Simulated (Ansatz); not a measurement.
# Molecular dynamics of H₄OSn

Input file:

```yaml
crystal:
  periodic: [false, false, false]
  atoms:
    - { symbol: Sn, position_ang: [-0.066593, -0.036098, -0.00834] }
    - { symbol: H, position_ang: [0.074887, -0.061899, 1.693896] }
    - { symbol: O, position_ang: [1.746991, -0.052731, -0.800947] }
    - { symbol: H, position_ang: [2.276153, -0.817132, -0.58524] }
    - { symbol: H, position_ang: [-0.729382, 1.419431, -0.578045] }
    - { symbol: H, position_ang: [-0.928156, -1.403671, -0.562124] }
basis:
  gaussian: { orbitals: def2-SVP }
hamiltonian:
  xc: { name: BHLYP }
md:
  timestep: 0.5
  n_steps: 250
  ensemble: nvt_nose_hoover
  temperature: 700.0
  initial_velocities: maxwell_boltzmann
  seed: 289315
  nose_hoover: { tau: 100.0, chain_length: 1 }
```

Command:

```bash
$ ansatz run input.yaml --threads 1 --pin off --max-ram 2048MiB --backend cpu --events-out ev --progress --plain --runs-dir out
```

It starts from a relaxed structure.

Output, in part (one step line in 3, the closing report, with atoms numbered from 0):

```
md step     0: t =     0.00 fs  T =   700.0 K  F+E_penalty+E_count = -7938.23000144 eV  E_kin = 0.361928 eV  conserved = -7937.86807344 eV  (24 SCF iters)
md step     3: t =     1.50 fs  T =   611.8 K  F+E_penalty+E_count = -7938.18407679 eV  E_kin = 0.316309 eV  conserved = -7937.86776970 eV  (29 SCF iters)
md step     6: t =     3.00 fs  T =   440.9 K  F+E_penalty+E_count = -7938.09497330 eV  E_kin = 0.227945 eV  conserved = -7937.86704782 eV  (29 SCF iters)
md step     9: t =     4.50 fs  T =   366.3 K  F+E_penalty+E_count = -7938.05627203 eV  E_kin = 0.189400 eV  conserved = -7937.86693648 eV  (29 SCF iters)
md step    12: t =     6.00 fs  T =   418.9 K  F+E_penalty+E_count = -7938.08394867 eV  E_kin = 0.216563 eV  conserved = -7937.86753721 eV  (23 SCF iters)
md step    15: t =     7.50 fs  T =   455.0 K  F+E_penalty+E_count = -7938.10283069 eV  E_kin = 0.235251 eV  conserved = -7937.86787315 eV  (22 SCF iters)
md step    18: t =     9.00 fs  T =   377.8 K  F+E_penalty+E_count = -7938.06246008 eV  E_kin = 0.195338 eV  conserved = -7937.86758636 eV  (23 SCF iters)
md step    21: t =    10.50 fs  T =   241.2 K  F+E_penalty+E_count = -7937.99125853 eV  E_kin = 0.124694 eV  conserved = -7937.86718582 eV  (29 SCF iters)
md step    24: t =    12.00 fs  T =   143.7 K  F+E_penalty+E_count = -7937.94056368 eV  E_kin = 0.074313 eV  conserved = -7937.86699497 eV  (29 SCF iters)
md step    27: t =    13.50 fs  T =   144.5 K  F+E_penalty+E_count = -7937.94075243 eV  E_kin = 0.074705 eV  conserved = -7937.86690569 eV  (30 SCF iters)
md step    30: t =    15.00 fs  T =   261.8 K  F+E_penalty+E_count = -7938.00148344 eV  E_kin = 0.135347 eV  conserved = -7937.86719763 eV  (30 SCF iters)
md step    33: t =    16.50 fs  T =   419.1 K  F+E_penalty+E_count = -7938.08296428 eV  E_kin = 0.216705 eV  conserved = -7937.86772377 eV  (24 SCF iters)
md step    36: t =    18.00 fs  T =   488.6 K  F+E_penalty+E_count = -7938.11849436 eV  E_kin = 0.252651 eV  conserved = -7937.86789557 eV  (24 SCF iters)
md step    39: t =    19.50 fs  T =   433.6 K  F+E_penalty+E_count = -7938.08899802 eV  E_kin = 0.224167 eV  conserved = -7937.86751145 eV  (23 SCF iters)
md step    42: t =    21.00 fs  T =   361.9 K  F+E_penalty+E_count = -7938.05076730 eV  E_kin = 0.187114 eV  conserved = -7937.86689447 eV  (23 SCF iters)
md step    45: t =    22.50 fs  T =   418.9 K  F+E_penalty+E_count = -7938.07987841 eV  E_kin = 0.216595 eV  conserved = -7937.86710864 eV  (22 SCF iters)
md step    48: t =    24.00 fs  T =   555.1 K  F+E_penalty+E_count = -7938.15024034 eV  E_kin = 0.287023 eV  conserved = -7937.86783876 eV  (23 SCF iters)
md step    51: t =    25.50 fs  T =   593.9 K  F+E_penalty+E_count = -7938.16936975 eV  E_kin = 0.307072 eV  conserved = -7937.86790372 eV  (23 SCF iters)
md step    54: t =    27.00 fs  T =   498.4 K  F+E_penalty+E_count = -7938.11862092 eV  E_kin = 0.257680 eV  conserved = -7937.86749908 eV  (29 SCF iters)
md step    57: t =    28.50 fs  T =   358.2 K  F+E_penalty+E_count = -7938.04507117 eV  E_kin = 0.185224 eV  conserved = -7937.86716986 eV  (29 SCF iters)
md step    60: t =    30.00 fs  T =   267.1 K  F+E_penalty+E_count = -7937.99708055 eV  E_kin = 0.138083 eV  conserved = -7937.86690003 eV  (29 SCF iters)
md step    63: t =    31.50 fs  T =   291.4 K  F+E_penalty+E_count = -7938.00924794 eV  E_kin = 0.150667 eV  conserved = -7937.86703491 eV  (30 SCF iters)
md step    66: t =    33.00 fs  T =   395.5 K  F+E_penalty+E_count = -7938.06280731 eV  E_kin = 0.204472 eV  conserved = -7937.86753390 eV  (23 SCF iters)
md step    69: t =    34.50 fs  T =   456.7 K  F+E_penalty+E_count = -7938.09381379 eV  E_kin = 0.236148 eV  conserved = -7937.86785148 eV  (23 SCF iters)
md step    72: t =    36.00 fs  T =   400.0 K  F+E_penalty+E_count = -7938.06323324 eV  E_kin = 0.206796 eV  conserved = -7937.86765524 eV  (22 SCF iters)
md step    75: t =    37.50 fs  T =   293.3 K  F+E_penalty+E_count = -7938.00648980 eV  E_kin = 0.151672 eV  conserved = -7937.86688108 eV  (25 SCF iters)
md step    78: t =    39.00 fs  T =   321.1 K  F+E_penalty+E_count = -7938.02001214 eV  E_kin = 0.166003 eV  conserved = -7937.86683131 eV  (29 SCF iters)
md step    81: t =    40.50 fs  T =   493.1 K  F+E_penalty+E_count = -7938.10872092 eV  E_kin = 0.254932 eV  conserved = -7937.86770722 eV  (29 SCF iters)
md step    84: t =    42.00 fs  T =   604.8 K  F+E_penalty+E_count = -7938.16521075 eV  E_kin = 0.312728 eV  conserved = -7937.86796121 eV  (29 SCF iters)
md step    87: t =    43.50 fs  T =   569.9 K  F+E_penalty+E_count = -7938.14506695 eV  E_kin = 0.294651 eV  conserved = -7937.86757722 eV  (29 SCF iters)
md step    90: t =    45.00 fs  T =   463.9 K  F+E_penalty+E_count = -7938.08845857 eV  E_kin = 0.239867 eV  conserved = -7937.86723963 eV  (29 SCF iters)
md step    93: t =    46.50 fs  T =   380.0 K  F+E_penalty+E_count = -7938.04355151 eV  E_kin = 0.196462 eV  conserved = -7937.86696537 eV  (25 SCF iters)
md step    96: t =    48.00 fs  T =   387.5 K  F+E_penalty+E_count = -7938.04636382 eV  E_kin = 0.200349 eV  conserved = -7937.86703760 eV  (30 SCF iters)
md step    99: t =    49.50 fs  T =   467.4 K  F+E_penalty+E_count = -7938.08672132 eV  E_kin = 0.241642 eV  conserved = -7937.86744222 eV  (30 SCF iters)
md step   102: t =    51.00 fs  T =   518.2 K  F+E_penalty+E_count = -7938.11169269 eV  E_kin = 0.267906 eV  conserved = -7937.86776041 eV  (29 SCF iters)
md step   105: t =    52.50 fs  T =   456.9 K  F+E_penalty+E_count = -7938.07844276 eV  E_kin = 0.236247 eV  conserved = -7937.86780751 eV  (29 SCF iters)
md step   108: t =    54.00 fs  T =   293.1 K  F+E_penalty+E_count = -7937.99180824 eV  E_kin = 0.151537 eV  conserved = -7937.86715843 eV  (29 SCF iters)
md step   111: t =    55.50 fs  T =   197.0 K  F+E_penalty+E_count = -7937.94073212 eV  E_kin = 0.101853 eV  conserved = -7937.86657885 eV  (30 SCF iters)
md step   114: t =    57.00 fs  T =   301.1 K  F+E_penalty+E_count = -7937.99429257 eV  E_kin = 0.155662 eV  conserved = -7937.86719897 eV  (29 SCF iters)
md step   117: t =    58.50 fs  T =   465.8 K  F+E_penalty+E_count = -7938.07859278 eV  E_kin = 0.240816 eV  conserved = -7937.86781847 eV  (29 SCF iters)
md step   120: t =    60.00 fs  T =   525.1 K  F+E_penalty+E_count = -7938.10717510 eV  E_kin = 0.271475 eV  conserved = -7937.86770343 eV  (29 SCF iters)
md step   123: t =    61.50 fs  T =   479.9 K  F+E_penalty+E_count = -7938.08153614 eV  E_kin = 0.248148 eV  conserved = -7937.86739391 eV  (29 SCF iters)
md step   126: t =    63.00 fs  T =   410.7 K  F+E_penalty+E_count = -7938.04358025 eV  E_kin = 0.212369 eV  conserved = -7937.86699760 eV  (29 SCF iters)
md step   129: t =    64.50 fs  T =   418.3 K  F+E_penalty+E_count = -7938.04571931 eV  E_kin = 0.216292 eV  conserved = -7937.86688375 eV  (30 SCF iters)
md step   132: t =    66.00 fs  T =   531.7 K  F+E_penalty+E_count = -7938.10265927 eV  E_kin = 0.274902 eV  conserved = -7937.86718527 eV  (30 SCF iters)
md step   135: t =    67.50 fs  T =   674.9 K  F+E_penalty+E_count = -7938.17452633 eV  E_kin = 0.348941 eV  conserved = -7937.86758954 eV  (29 SCF iters)
md step   138: t =    69.00 fs  T =   735.8 K  F+E_penalty+E_count = -7938.20338059 eV  E_kin = 0.380422 eV  conserved = -7937.86801724 eV  (24 SCF iters)
md step   141: t =    70.50 fs  T =   623.0 K  F+E_penalty+E_count = -7938.14184251 eV  E_kin = 0.322100 eV  conserved = -7937.86775323 eV  (24 SCF iters)
md step   144: t =    72.00 fs  T =   425.2 K  F+E_penalty+E_count = -7938.03635467 eV  E_kin = 0.219851 eV  conserved = -7937.86674901 eV  (24 SCF iters)
md step   147: t =    73.50 fs  T =   376.2 K  F+E_penalty+E_count = -7938.00940778 eV  E_kin = 0.194533 eV  conserved = -7937.86680333 eV  (23 SCF iters)
md step   150: t =    75.00 fs  T =   469.0 K  F+E_penalty+E_count = -7938.05637794 eV  E_kin = 0.242509 eV  conserved = -7937.86768043 eV  (22 SCF iters)
md step   153: t =    76.50 fs  T =   495.8 K  F+E_penalty+E_count = -7938.06813708 eV  E_kin = 0.256363 eV  conserved = -7937.86783126 eV  (23 SCF iters)
md step   156: t =    78.00 fs  T =   389.6 K  F+E_penalty+E_count = -7938.01075299 eV  E_kin = 0.201433 eV  conserved = -7937.86746359 eV  (23 SCF iters)
md step   159: t =    79.50 fs  T =   236.0 K  F+E_penalty+E_count = -7937.92929872 eV  E_kin = 0.122007 eV  conserved = -7937.86690698 eV  (29 SCF iters)
md step   162: t =    81.00 fs  T =   176.1 K  F+E_penalty+E_count = -7937.89712677 eV  E_kin = 0.091036 eV  conserved = -7937.86665649 eV  (30 SCF iters)
md step   165: t =    82.50 fs  T =   275.4 K  F+E_penalty+E_count = -7937.94766723 eV  E_kin = 0.142380 eV  conserved = -7937.86694125 eV  (30 SCF iters)
md step   168: t =    84.00 fs  T =   464.1 K  F+E_penalty+E_count = -7938.04383432 eV  E_kin = 0.239975 eV  conserved = -7937.86742475 eV  (23 SCF iters)
md step   171: t =    85.50 fs  T =   609.6 K  F+E_penalty+E_count = -7938.11668828 eV  E_kin = 0.315172 eV  conserved = -7937.86795928 eV  (22 SCF iters)
md step   174: t =    87.00 fs  T =   590.1 K  F+E_penalty+E_count = -7938.10322764 eV  E_kin = 0.305118 eV  conserved = -7937.86781081 eV  (23 SCF iters)
md step   177: t =    88.50 fs  T =   469.9 K  F+E_penalty+E_count = -7938.03718852 eV  E_kin = 0.242960 eV  conserved = -7937.86675550 eV  (22 SCF iters)
md step   180: t =    90.00 fs  T =   495.9 K  F+E_penalty+E_count = -7938.04808529 eV  E_kin = 0.256409 eV  conserved = -7937.86672891 eV  (22 SCF iters)
md step   183: t =    91.50 fs  T =   677.3 K  F+E_penalty+E_count = -7938.13964512 eV  E_kin = 0.350194 eV  conserved = -7937.86770456 eV  (22 SCF iters)
md step   186: t =    93.00 fs  T =   781.2 K  F+E_penalty+E_count = -7938.18952544 eV  E_kin = 0.403936 eV  conserved = -7937.86791619 eV  (22 SCF iters)
md step   189: t =    94.50 fs  T =   715.9 K  F+E_penalty+E_count = -7938.15123786 eV  E_kin = 0.370141 eV  conserved = -7937.86758126 eV  (22 SCF iters)
md step   192: t =    96.00 fs  T =   552.7 K  F+E_penalty+E_count = -7938.06282559 eV  E_kin = 0.285744 eV  conserved = -7937.86704909 eV  (29 SCF iters)
md step   195: t =    97.50 fs  T =   427.4 K  F+E_penalty+E_count = -7937.99508884 eV  E_kin = 0.221008 eV  conserved = -7937.86670957 eV  (29 SCF iters)
md step   198: t =    99.00 fs  T =   428.2 K  F+E_penalty+E_count = -7937.99326737 eV  E_kin = 0.221402 eV  conserved = -7937.86683741 eV  (30 SCF iters)
md step   201: t =   100.50 fs  T =   525.3 K  F+E_penalty+E_count = -7938.04111601 eV  E_kin = 0.271611 eV  conserved = -7937.86716699 eV  (24 SCF iters)
md step   204: t =   102.00 fs  T =   623.5 K  F+E_penalty+E_count = -7938.08905388 eV  E_kin = 0.322371 eV  conserved = -7937.86767370 eV  (24 SCF iters)
md step   207: t =   103.50 fs  T =   601.2 K  F+E_penalty+E_count = -7938.07402936 eV  E_kin = 0.310822 eV  conserved = -7937.86780764 eV  (23 SCF iters)
md step   210: t =   105.00 fs  T =   455.2 K  F+E_penalty+E_count = -7937.99458644 eV  E_kin = 0.235351 eV  conserved = -7937.86692392 eV  (23 SCF iters)
md step   213: t =   106.50 fs  T =   403.8 K  F+E_penalty+E_count = -7937.96510815 eV  E_kin = 0.208798 eV  conserved = -7937.86643609 eV  (23 SCF iters)
md step   216: t =   108.00 fs  T =   558.8 K  F+E_penalty+E_count = -7938.04324570 eV  E_kin = 0.288943 eV  conserved = -7937.86724625 eV  (22 SCF iters)
md step   219: t =   109.50 fs  T =   734.0 K  F+E_penalty+E_count = -7938.13041733 eV  E_kin = 0.379489 eV  conserved = -7937.86781394 eV  (23 SCF iters)
md step   222: t =   111.00 fs  T =   761.8 K  F+E_penalty+E_count = -7938.14013904 eV  E_kin = 0.393887 eV  conserved = -7937.86772135 eV  (23 SCF iters)
md step   225: t =   112.50 fs  T =   647.9 K  F+E_penalty+E_count = -7938.07648933 eV  E_kin = 0.335014 eV  conserved = -7937.86722185 eV  (29 SCF iters)
md step   228: t =   114.00 fs  T =   516.2 K  F+E_penalty+E_count = -7938.00442214 eV  E_kin = 0.266886 eV  conserved = -7937.86676560 eV  (29 SCF iters)
md step   231: t =   115.50 fs  T =   483.3 K  F+E_penalty+E_count = -7937.98441613 eV  E_kin = 0.249880 eV  conserved = -7937.86675002 eV  (30 SCF iters)
md step   234: t =   117.00 fs  T =   557.3 K  F+E_penalty+E_count = -7938.01976151 eV  E_kin = 0.288132 eV  conserved = -7937.86700898 eV  (29 SCF iters)
md step   237: t =   118.50 fs  T =   661.7 K  F+E_penalty+E_count = -7938.07052343 eV  E_kin = 0.342128 eV  conserved = -7937.86756774 eV  (23 SCF iters)
md step   240: t =   120.00 fs  T =   654.7 K  F+E_penalty+E_count = -7938.06315512 eV  E_kin = 0.338499 eV  conserved = -7937.86800669 eV  (23 SCF iters)
md step   243: t =   121.50 fs  T =   459.9 K  F+E_penalty+E_count = -7937.95811703 eV  E_kin = 0.237767 eV  conserved = -7937.86724085 eV  (24 SCF iters)
md step   246: t =   123.00 fs  T =   282.0 K  F+E_penalty+E_count = -7937.86287322 eV  E_kin = 0.145827 eV  conserved = -7937.86619155 eV  (23 SCF iters)
md step   249: t =   124.50 fs  T =   362.4 K  F+E_penalty+E_count = -7937.90306256 eV  E_kin = 0.187365 eV  conserved = -7937.86679558 eV  (22 SCF iters)
md step   250: t =   125.00 fs  T =   432.3 K  F+E_penalty+E_count = -7937.93876223 eV  E_kin = 0.223541 eV  conserved = -7937.86718312 eV  (22 SCF iters)
Total energy: -7937.93891694 eV, -291.7138746691 hartree
Atom 0 at    -0.065895    -0.033794    -0.003279 Å, force    -0.554791     1.204212    -2.542332 eV/Å
Atom 1 at    -0.006837    -0.891626     1.347440 Å, force    -0.085917    -0.692210     1.611504 eV/Å
Atom 2 at     1.774914    -0.061497    -0.760837 Å, force    -0.115968     0.113701     0.212384 eV/Å
Atom 3 at     1.876301    -0.905455    -1.195371 Å, force     0.225885     0.021817    -0.121532 eV/Å
Atom 4 at    -0.728454     1.575395    -0.135638 Å, force     0.512754    -0.434900     0.504824 eV/Å
Atom 5 at    -0.972933    -0.773732    -1.280582 Å, force     0.018037    -0.212619     0.335152 eV/Å
Dipole moment:    -0.305159    -0.244721     0.197962 e Å
```

All steps were run. The conserved energy stayed within 0.32 meV per atom of its start (net change 0.15 meV per atom), so the integration is sound. The mean temperature of the second half is 26 % below the set value. A run of 0.12 ps of so small a system gives no equilibrium averages.

The same pairs are bonded in the first frame and the last. Pairs count as bonded within 1.25 times the sum of covalent radii (0.12 Å more for H–H).

Last frame:

```xyz
6
Properties=species:S:1:pos:R:3
Sn -0.066 -0.034 -0.003
H -0.007 -0.892 1.347
O 1.775 -0.061 -0.761
H 1.876 -0.905 -1.195
H -0.729 1.575 -0.136
H -0.973 -0.774 -1.281
```

Time of the run: 9.4 min on 1 thread of Intel(R) Xeon(R) Platinum 8259CL CPU @ 2.50GHz (Skylake/Cascade Lake) (shared host), peak memory 0.13 GiB.
